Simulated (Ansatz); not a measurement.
The cluster Li₁₆⁺, relaxed as a doublet with UKS PBE/def2-SVP in Ansatz, starting from packed atoms. Force threshold 0.02 eV/Å.

Another isomer (doublet) lies 0.46 eV lower at PBE0/def2-TZVP; other spin states weren't run for this one.

Start:

```csv
atom,x (Å),y (Å),z (Å)
Li1,-4.206,-0.235,0.371
Li2,2.097,-0.777,0.329
Li3,0.362,0.839,-0.979
Li4,1.536,2.770,-3.251
Li5,2.339,-1.909,-2.008
Li6,-2.210,0.870,-1.170
Li7,-3.632,2.415,0.244
Li8,-2.523,-2.038,1.878
Li9,0.548,-2.946,-0.411
Li10,4.480,-0.389,1.366
Li11,-0.121,-0.763,2.748
Li12,2.803,1.067,-1.576
Li13,-2.263,0.618,1.705
Li14,-0.879,2.661,-2.285
Li15,-0.853,-0.777,0.321
Li16,2.523,-1.407,2.719
```

| step | energy (eV) | largest force component (eV/Å) | SCF passes |
| --- | --- | --- | --- |
| 1 | -3255.1959 | 0.837 | 85 |
| 2 | -3256.3454 | 0.484 | 53 |
| 3 | -3256.9098 | 0.364 | 51 |
| 4 | -3257.2812 | 0.271 | 43 |
| 5 | -3257.5613 | 0.192 | 44 |
| 6 | -3257.7772 | 0.172 | 43 |
| 7 | -3257.9529 | 0.127 | 43 |
| 8 | -3258.0915 | 0.102 | 43 |
| 9 | -3258.1834 | 0.091 | 42 |
| 10 | -3258.2585 | 0.070 | 43 |
| 11 | -3258.3225 | 0.051 | 43 |
| 13 | -3258.4172 | 0.036 | 42 |
| 15 | -3258.4834 | 0.098 | 43 |
| 17 | -3258.5674 | 0.103 | 41 |
| 19 | -3258.6812 | 0.133 | 34 |
| 21 | -3258.8045 | 0.173 | 34 |
| 23 | -3258.9148 | 0.162 | 35 |
| 25 | -3259.0025 | 0.103 | 35 |
| 27 | -3259.0656 | 0.084 | 33 |
| 29 | -3259.1197 | 0.028 | 33 |
| 31 | -3259.1499 | 0.017 | 31 |
| 33 (rejected) | -3259.1527 | 0.072 | 31 |
| 35 | -3259.1615 | 0.009 | 32 |
| 36 | -3259.1616 | 0.005 | 27 |

Force components are those of the run's own axes.

End:

```tsv
atom	x (Å)	y (Å)	z (Å)
Li1	-4.022	-0.487	-0.278
Li2	2.189	-1.661	-0.070
Li3	0.780	0.684	-0.678
Li4	0.946	2.430	-2.915
Li5	0.792	-0.809	-2.844
Li6	-1.719	0.991	-1.915
Li7	-3.608	2.753	-0.380
Li8	-2.428	-1.991	2.296
Li9	0.538	-3.568	1.877
Li10	2.592	1.203	1.312
Li11	0.459	-0.730	2.002
Li12	3.421	0.738	-1.744
Li13	-1.794	0.798	0.936
Li14	-0.279	3.139	-0.043
Li15	-0.999	-1.707	-0.328
Li16	3.132	-1.784	2.773
```

Bonds lost: Li1–Li7, Li1–Li8, Li5–Li9, Li9–Li15, Li10–Li16 (atoms count from 1). Bonds formed: Li2–Li11, Li3–Li5, Li3–Li10, Li3–Li11, Li3–Li13, Li9–Li11, Li10–Li11, Li13–Li14 (atoms count from 1). Metal–metal contacts that move far: Li6–Li14 2.49 to 3.19 Å, Li2–Li5 2.61 to 3.22 Å, Li6–Li15 2.60 to 3.21 Å, Li4–Li14 2.60 to 3.20 Å, Li3–Li15 2.40 to 3.00 Å, Li2–Li10 2.63 to 3.21 Å.

The force fell under the threshold at step 31, but the optimiser went on and released 0.012 eV more. No frequencies were taken in this run, so the end may be a saddle point.

Run time 3.3 min (4 threads of Arm Neoverse V1 on a shared host).
